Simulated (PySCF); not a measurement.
Species: C₅H₁₃BO₂.
SMILES with atom numbers: `[CH3:1][O:2][B:3]([O:4][CH3:5])[CH:6]([CH3:7])[CH3:8]` (hydrogens: H9, H10, H11 on C1; H12, H13, H14 on C5; H15 on C6; H16, H17, H18 on C7; H19, H20, H21 on C8)

Structure used (PBE0-D3(BJ)/def2-SVP), in Å, numbered top down from 1:
```xyz
21
C5H13BO2 angstrom
C      2.270   -1.598   -0.548
O      0.966   -1.355   -0.090
B      0.481   -0.093    0.050
O      1.330    0.930   -0.257
C      1.022    2.291   -0.198
C     -1.033    0.074    0.494
C     -1.902    0.231   -0.761
C     -1.512   -1.093    1.354
H      2.518   -0.985   -1.429
H      2.349   -2.662   -0.817
H      3.017   -1.380    0.234
H      1.223    2.758   -1.175
H      1.658    2.787    0.553
H     -0.032    2.481    0.064
H     -1.132    1.002    1.086
H     -1.609    1.104   -1.367
H     -2.967    0.351   -0.500
H     -1.821   -0.658   -1.408
H     -0.929   -1.182    2.283
H     -2.573   -0.977    1.633
H     -1.406   -2.046    0.814
```

The closed-shell ground state was solved at several levels (PySCF, density fitting, gas phase, non-relativistic).

```tsv
level	basis functions	total energy (Eh)	HOMO (eV)	LUMO (eV)	gap (eV)	dipole (D)
CAM-B3LYP/def2-SVPD	270	-373.3131	-9.44	0.99	10.43	1.51
CAM-B3LYP/pcSseg-1	201	-373.5286	-9.40	2.14	11.54	1.64
```

(1) What might PBE0/pcSseg-1 (201 basis functions) give for the same quantities?

(2) Over all these levels, which gives the widest orbital gap and which the narrowest?

(3) How far do the dipole and the HOMO energy spread over the levels?

## Answers

(1) Total energy -373.2634 Eh, HOMO -7.98 eV, LUMO 1.21 eV, gap 9.19 eV, dipole 1.60 D.

(2) CAM-B3LYP/pcSseg-1 (range-separated hybrid) has the widest, 11.54 eV, and PBE0/pcSseg-1 (global hybrid, 25 % exact exchange) the narrowest, 9.19 eV. The two share the basis. From the narrowest to the widest the HOMO moves by -1.42 eV and the LUMO by +0.93 eV.

(3) The dipole runs from 1.51 to 1.64 D (mean 1.58 D) and the HOMO from -9.44 to -7.98 eV.

One conformer stands for the species.
